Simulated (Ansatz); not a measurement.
Relaxation of CH₅Cl₂NOSi (11 atoms, charge 0, multiplicity 1), to a largest force component of 0.02 eV/Å in at most 40 steps.

Theory: RKS B3LYP/6-31G (Ansatz 0.2.0).

```xyz
11
Properties=species:S:1:pos:R:3
Si 0.000 0.000 0.000
O 0.000 0.000 1.680
C -1.111 -0.344 2.494
H -1.814 -0.978 1.914
H -0.758 -0.904 3.386
H -1.631 0.581 2.821
Cl 2.009 0.000 -0.709
N -0.857 1.485 -0.606
H -1.877 1.430 -0.889
H -0.337 2.406 -0.677
Cl -1.003 -1.738 -0.709
```

Problem. Where does it end, and by what steps?

Solution. The forces met the threshold. Limits of this set-up: no polarisation functions. After 13 steps the energy has fallen by 0.432 eV; H5 moved furthest, 0.58 Å.

| step | energy less start (eV) | largest force component (eV/Å) | accepted |
| --- | --- | --- | --- |
| 0 | 0.0000 | 2.598 | yes |
| 1 | -0.3264 | 1.111 | yes |
| 2 | -0.3980 | 0.296 | yes |
| 3 | -0.4072 | 0.189 | yes |
| 4 | -0.4114 | 0.263 | yes |
| 5 | -0.4174 | 0.031 | yes |
| 6 | -0.4180 | 0.207 | yes |
| 7 | -0.4263 | 0.071 | yes |
| 8 | -0.4277 | 0.277 | yes |
| 9 | -0.4294 | 0.126 | yes |
| 10 | -0.4312 | 0.029 | yes |
| 11 | -0.4315 | 0.033 | yes |
| 12 | -0.4317 | 0.038 | yes |
| 13 | -0.4317 | 0.009 | yes |

```xyz
11
Properties=species:S:1:pos:R:3
Si -0.072 0.002 -0.069
O 0.028 -0.256 1.606
C -1.086 -0.348 2.546
H -1.645 -1.274 2.379
H -0.639 -0.361 3.540
H -1.755 0.513 2.446
Cl 1.998 -0.107 -0.689
N -0.866 1.472 -0.531
H -1.574 1.490 -1.251
H -0.564 2.378 -0.201
Cl -1.208 -1.569 -1.070
```

Whether the end is a true minimum wasn't checked by a vibrational analysis.

Run time: 95 s on 1 thread of Arm Neoverse V1 (shared host), peak memory 0.2 GiB.
